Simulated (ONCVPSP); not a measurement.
Before and after: ONCV potential for strontium (Sr)

- Element: strontium
- Generator: ONCVPSP 4.0.1
- Type: optimised norm-conserving Vanderbilt (ONCV)
- Functional: LDA (Perdew-Zunger)
- Relativity: scalar-relativistic
- Frozen core: [Ar] 3d10
- Valence charge: 10
- Reference configuration: 4s2 4p6 5s2
- Partial waves: 4s+5s: rc 1.95 bohr, ncon 4, nbas 9, qcut 5.7 1/bohr, 2 projectors; 4p: rc 1.45 bohr, ncon 3, nbas 8, qcut 6.5 1/bohr, 2 projectors, debl 2.4 Ha; d scattering state at 0.09 Ha: rc 2.10 bohr, ncon 4, nbas 9, qcut 4.3 1/bohr, 2 projectors, debl 4 Ha
- Local potential: polynomial inside 1.35 bohr (lpopt 5, dvloc0 3 Ha)
- Core correction: Teter function, fcfact 5.75, rcfact 1.25

In the d channel the program set the typed energies aside and used 0.050, 4.050 Ha.

Change: p: qcut 9.6.

Cutoffs: the cutoffs (Ha) at which the residual kinetic energy of the hardest occupied pseudo-wave falls to 1 and 0.1 mHa per electron; they do not see the model core or the augmentation charge, which bear on the density cutoff. Errors are all-electron minus pseudo energies relative to the spin-unpolarised reference configuration.

What does the change do?

The potential gets harder (17 Ha and 24 Ha → 25 Ha and 31 Ha); the errors of the 4 common tests hardly move; neither file shows a bound ghost. The waves are optimised to have the least kinetic energy above qcut, so the cutoff follows it (qcut²/2 in Ha).

```csv
quantity,base,changed
"cutoff, loose",17 Ha,25 Ha
"cutoff, tight",24 Ha,31 Ha
loose cutoff by channel,"s 12 Ha, p 17 Ha","s 12 Ha, p 25 Ha"
bound ghosts,none,none
GHOST(+) flags under 300 eV,s at 171.0 eV,s at 171.0 eV
"error for 4s2 4p6 5s1, meV [ΔE 6.06 eV]",-0.5,-0.6
"error for 4s2 4p6 5s0, meV [ΔE 17.24 eV]",-2.6,-2.8
"error for 4s2 4p6 5s1.5, meV [ΔE 2.41 eV]",-0.2,-0.2
"error for 4s2 4p6 4d1 5s0, meV [ΔE 7.86 eV]",-6.6,-6.4
s: phases at 1.98 bohr within 0.05 rad from the reference energy up to (Ha; the scan ends near 5),to the end of the scan,to the end of the scan
p: phases at 1.47 bohr within 0.05 rad from the reference energy up to (Ha; the scan ends near 5),to the end of the scan,to the end of the scan
d: phases at 2.13 bohr within 0.05 rad from the reference energy up to (Ha; the scan ends near 5),to the end of the scan,to the end of the scan
"rms error of d²Exc/dni dnj with the model core, mHa",0.48,0.57
```
